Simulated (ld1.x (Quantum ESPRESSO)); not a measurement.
## PBE TM dataset for tin (Sn), scalar-relativistic all-electron reference.

* Element: Sn
* Generator: ld1.x (Quantum ESPRESSO) 7.5
* Type: norm-conserving Troullier–Martins (Kleinman–Bylander form)
* Functional: PBE
* Relativity: scalar-relativistic
* Frozen core: [Kr] 4d10
* Valence charge: 4
* Reference configuration: 5s2 5p0 (charge +2)
* Partial waves: 5p (bound, empty): rc 2.00 bohr; 5s (bound): rc 1.60 bohr
* Local potential: the s channel
* Core correction: Bessel-smoothed model core inside 0.85 bohr

All-electron outer shells of the reference configuration (PBE, scalar-relativistic, ld1.x):

```csv
shell,level (eV),outermost node (bohr),outermost maximum (bohr)
5s,-26.09,0.98,1.94
5p,-17.79,1.08,2.31
```

(1) Estimate the cutoffs (Ry, on a coarse ladder) from which the occupation-weighted sum of valence levels, in a spherical-Bessel basis at the reference potential, stays within 10 and 1 mRy of its value at 400 Ry.

(2) Does the potential have ghost states?

(3) Tests: 5s2 5p2; 5s2 5p1; 5s1 5p0; 5s1 5p2; 5s1 5p3; 5s2 5p2.3; 5s2 5p1.5. Which has the largest error in its energy relative to the reference configuration, and how large is it?

Results:

(1) 45 Ry and 90 Ry.

(2) No extra level below or beside the all-electron valence levels (p, s, d, f tested).

(3) 5s1 5p0, with -118 meV (all-electron minus pseudo) on +30.97 eV.
